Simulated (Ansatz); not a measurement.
Reaction (redistribution): `[OH][Al]([SiH3])[Br]` + `C[SiH](O)O` → `C[SiH](O)[SiH3]` + `[OH][Al]([OH])[Br]`

Gas-phase electronic energies from Ansatz, PBE0-D4/def2-TZVP geometries. CCSD(T)/CBS adds triple-zeta CCSD(T) − MP2 to the extrapolated MP2 energy (def2 sets, frozen cores). Functionals use def2-TZVPP. HSE06 is defined as in plane-wave codes. For Br outer-core shells are correlated without core-valence functions, which leaves a few kJ/mol of doubt a bond. Scalar relativity is left out up to krypton. One conformer a species, not always the lowest.

```
             level  ΔE (kJ/mol)  difference from CCSD(T)/CBS
            PBE-D4          4.2                         -0.2
            B97M-V          4.5                          0.1
        r2SCAN0-D4          4.3                         -0.1
              BLYP          4.1                         -0.3
             HSE06          7.1                          2.7
             BHLYP          7.2                          2.8
         CAM-B3LYP          6.1                          1.7
SCS-MP2/def2-QZVPP          2.1                         -2.3
      HF/CBS(def2)          9.0                          4.6
     MP2/CBS(def2)          1.6                         -2.8
       CCSD(T)/CBS          4.4                            0
```

Largest T1 diagnostic among the species: 0.012.

From BLYP to BHLYP (50 % exact exchange), in def2-TZVPP and without D4, ΔE moves by +3.0 kJ/mol. In def2-TZVPP, CCSD(T) changes the Hartree–Fock value by −4.5 kJ/mol (the triples alone add −0.2 kJ/mol) and MP2 by −7.4 kJ/mol.

CCSD(T)/CBS has its own doubt, a few kJ/mol and more with outer-core shells, so smaller differences from it don't rank the levels.
